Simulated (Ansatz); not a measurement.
Reaction (redistribution): `[OH][InH][OH]` + `O[SiH2][SiH3]` → `[OH][InH2]` + `O[SiH](O)[SiH3]`

Calculated with Ansatz (gas phase, PBE0-D4/def2-TZVP geometries, no zero-point term in ΔE). CCSD(T)/CBS is the MP2 limit (def2-TZVPP, def2-QZVPP) plus CCSD(T) − MP2 in def2-TZVPP, frozen cores. This one scheme is used for every species. Functionals use def2-TZVPP. HSE06 is defined as in plane-wave codes. def2 core potentials past Kr. For In outer-core shells are correlated without core-valence functions, which leaves a few kJ/mol of doubt a bond. Each species was taken in one conformer, which may not be the lowest.

`[OH][InH][OH]`:

Cartesian coordinates in Å:
```
O 1.471 0.416 -0.140
In -0.254 -0.556 0.006
O -1.658 0.816 0.209
H 2.239 -0.149 -0.245
H -0.519 -2.227 -0.032
H -1.279 1.700 0.202
```

`O[SiH2][SiH3]`:

Z-matrix (Å, degrees):
```
Si
Si 1 2.347
O 1 1.654 2 112.4
H 1 1.484 2 110.6 3 117.6
H 1 1.493 2 108.5 3 -123.5
H 2 1.489 1 110.0 3 177.8
H 2 1.491 1 110.1 3 58.6
H 2 1.488 1 111.4 3 -61.5
H 3 0.958 1 117.6 2 -58.8
```

`[OH][InH2]`:

Z-matrix (Å, degrees):
```
In
O 1 1.991
H 1 1.715 2 114.8
H 1 1.705 2 111.5 3 -180.0
H 2 0.959 1 113.4 3 0.0
```

`O[SiH](O)[SiH3]`:

Z-matrix (Å, degrees):
```
Si
O 1 1.647
Si 1 2.344 2 104.5
O 1 1.648 2 112.8 3 -122.1
H 1 1.486 2 110.8 3 123.0
H 2 0.959 1 117.7 3 -172.2
H 3 1.487 1 111.3 2 55.4
H 3 1.490 1 109.9 2 -65.1
H 3 1.489 1 110.0 2 175.9
H 4 0.959 1 117.5 2 65.5
```

CCSD(T)/CBS gives -0.74 eV.

Task: Another level gave -0.68 eV. Which?
A. revPBE/def2-TZVPP
B. HF/def2-TZVPP
C. r2SCAN0/def2-TZVPP
D. HSE06/def2-TZVPP

Result: A. revPBE -0.68, r2SCAN0 -0.86, HSE06 -0.80, HF/def2-TZVPP -0.90 eV.

Largest T1 diagnostic among the species: 0.017.

From BLYP to BHLYP (50 % exact exchange), in def2-TZVPP and without D4, ΔE moves by −0.16 eV. In def2-TZVPP, CCSD(T) changes the Hartree–Fock value by +0.11 eV (the triples alone add +0.03 eV) and MP2 by +0.12 eV. Leaving LDA and LC-ωPBE aside and taking each functional with its dispersion term where it has one, the values, not all of them listed here, spread over 0.15 eV, from BHLYP-D4 to revPBE-D4. LDA lies −0.15 eV from PBE without D4.
